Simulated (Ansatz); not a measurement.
One change: `C[O][W]([NH2])(=[S])=[S]` becomes `[NH2][W]([NH2])(=[S])=[S]`.

Ansatz, PBE0-D4/def2-TZVP geometries, multiplicity 1. Each molecule was computed in one conformer, which needn't be the lowest.

Elements past krypton have def2 core potentials.

```tsv
property	`C[O][W]([NH2])(=[S])=[S]`
LUMO energy (B3LYP/def2-TZVPP) / eV	-2.44
HOMO energy (B3LYP/def2-TZVPP) / eV	-6.69
LUMO energy (ωB97M-V/def2-TZVPP) / eV	-0.33
size of the dipole moment (B3LYP/def2-TZVPP) / D	3.15
ideal-gas entropy at 298 K and 1 bar (rigid rotor, harmonic PBE0-D4/def2-TZVP) / J/(mol·K)	418
HOMO–LUMO gap (PBE/def2-TZVPP) / eV	2.88
```

**Question.** Give the same properties after the change, and the shifts. (Estimate.)

**Answer.** Computed: 
| property | `[NH2][W]([NH2])(=[S])=[S]` | shift |
| --- | --- | --- |
| LUMO energy (B3LYP/def2-TZVPP) / eV | -2.58 | -0.14 |
| HOMO energy (B3LYP/def2-TZVPP) / eV | -6.81 | -0.12 |
| LUMO energy (ωB97M-V/def2-TZVPP) / eV | -0.46 | -0.13 |
| size of the dipole moment (B3LYP/def2-TZVPP) / D | 4.04 | 0.89 |
| ideal-gas entropy at 298 K and 1 bar (rigid rotor, harmonic PBE0-D4/def2-TZVP) / J/(mol·K) | 370 | -48 |
| HOMO–LUMO gap (PBE/def2-TZVPP) / eV | 2.83 | -0.05 |

The zero-point energy changes by -43.8 kJ/mol with -6 modes. Dipoles are sizes alone; their direction can turn. Modes under 60 cm⁻¹, often nearly free rotors, make the harmonic entropy too high.

B3LYP here is the variant with VWN-RPA as its local correlation; programs differ in this.
